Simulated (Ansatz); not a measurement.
One geometry of the cluster Hf3O4⁺, several levels of theory.

```yaml
crystal:
  periodic: [false, false, false]
  atoms:
    - {symbol: Hf, position_ang: [0.115645, -2.288769, 0.080353]}
    - {symbol: Hf, position_ang: [-0.911554, 0.221009, 1.004015]}
    - {symbol: Hf, position_ang: [0.888402, 0.239612, -1.020331]}
    - {symbol: O, position_ang: [1.005040, -0.726108, 0.887345]}
    - {symbol: O, position_ang: [-0.924575, -0.883894, -0.829833]}
    - {symbol: O, position_ang: [0.471511, 1.764703, 0.435785]}
    - {symbol: O, position_ang: [-0.644488, 1.673447, -0.557335]}
basis:
  gaussian: {orbitals: def2-TZVP, initial_orbitals: start.molden}
total_charge: 1
magnetization: {spin_polarized: true, initial_magnetization: 1}
hamiltonian: {xc: hf}
scf: {omitted_lower_state_checks: [starts]}
output: {orbitals: {seedname: orbitals}}
```

The file start.molden holds the orbitals of an earlier run on this structure, at another level or in another basis.

```sh
$ ansatz run in.yaml --threads 4 --pin off --events-out ev --progress --plain --max-ram 8704MiB
```

Output, abridged:

```
Functional definition: HF
2228 factors; their error is unknown
mean field evaluation 1: about -12020.0475 eV, gradient 2.4e1 eV
mean field evaluation 2: about -12022.5322 eV, gradient 2.9e0 eV
mean field evaluation 4: about -12023.0064 eV, gradient 1.6e0 eV
mean field evaluation 8: about -12023.3025 eV, gradient 1.1e-3 eV
mean field -12023.30251257 eV, -441.8482176497 hartree, gradient 1.9e-5 eV, S^2 2.312376; 0 other end points of the search recorded, 0 dependent functions left out
reference -12023.30251257 eV, -441.8482176497 hartree; 34, 33 occupied and 210, 211 virtual orbitals, 2228 factors
Total energy: -12023.30251257 eV, -441.8482176497 hartree
Checks for a lower state left out: starts
```

Run time 22 s (4 threads of Arm Neoverse V1 on a shared host), peak host memory 1.6 GiB.

The first input with `hamiltonian: {xc: r2scan, dispersion: d4}` (abridged; 27 s):

```
Functional definition: r2SCAN
mean field -12105.69549875 eV, -444.8761040439 hartree, gradient 1.9e-5 eV, S^2 1.392162
Total energy: -12105.74206439 eV, -444.8778152996 hartree
Checks for a lower state left out: starts
```

The first input with `hamiltonian: {xc: pbe, dispersion: d4}`, `output: {forces: true, orbitals: {seedname: orbitals}}` (abridged; 13 s):

```
Functional definition: PBE
mean field -12101.51261435 eV, -444.7223858774 hartree, gradient 7.8e-6 eV, S^2 1.025381
Total energy: -12101.73975010 eV, -444.7307329624 hartree
Atom 0 force     0.062921    -0.748258    -0.001951 eV/Å
Atom 1 force     1.051397     0.670882    -1.243086 eV/Å
Atom 2 force    -1.106303     0.566792     1.191070 eV/Å
Atom 3 force     0.008161    -0.850572     0.014724 eV/Å
Atom 4 force     0.061853    -0.846183     0.062507 eV/Å
Atom 5 force     0.002195     0.607036     0.025080 eV/Å
Atom 6 force    -0.080224     0.600302    -0.048345 eV/Å
Dipole moment:     0.015367    -0.630247     0.040643 e Å
Checks for a lower state left out: starts
```

As the first input, with `correlation: {method: mp2}` and without the key `hamiltonian` (abridged; 17 s):

```
Functional definition: HF
mean field -12023.30255418 eV, -441.8482191788 hartree, gradient 6.7e-6 eV, S^2 2.312375
4 core orbitals not correlated: weight in the atoms' cores, before any rotation towards them, 1.000 or more for the frozen orbitals, at most 0.000 for the correlated occupied ones
second order -47.41142678 eV of doubles, -0.00000000 eV of singles
Total energy: -12070.71398095 eV, -443.5905569762 hartree
Checks for a lower state left out: starts
```

First input, but with `hamiltonian: {xc: {name: r2SCAN0}, dispersion: d4}` (abridged; 39 s):

```
Functional definition: r2SCAN0
mean field -12100.01681406 eV, -444.6674162308 hartree, gradient 2.7e-5 eV, S^2 1.528394
Total energy: -12100.07570262 eV, -444.6695803455 hartree
Checks for a lower state left out: starts
```

First input, but with `hamiltonian: {xc: pbe0, dispersion: d4}` (abridged; 23 s):

```
Functional definition: PBE0
mean field evaluation 16: about -12097.4219 eV, gradient 2.6e-5 eV
mean field -12097.42190279 eV, -444.5720550005 hartree, gradient 2.6e-5 eV, S^2 1.372669
Total energy: -12097.61433196 eV, -444.5791266422 hartree
Checks for a lower state left out: starts
```

Geometry: r2SCAN-D4/def2-SVP.

In the def2 sets Hf takes a core potential; there is no spin–orbit coupling. Correlated methods freeze 4 core orbitals; core or outer-core shells of Hf are correlated, in sets that lack core-valence functions. The structure holds one bond between oxygen atoms, so isomers without such links may lie far lower. At HF/def2-TZVP, r2SCAN-D4/def2-TZVP, PBE-D4/def2-TZVP, MP2/def2-TZVP and others the charge 1 doublet is spin-contaminated (final ⟨S²⟩ up to 2.31, 0.75 for a pure state). Another isomer (doublet) lies 7.75 eV lower at PBE0-D4/def2-TZVP; other spin states weren't run for this one.
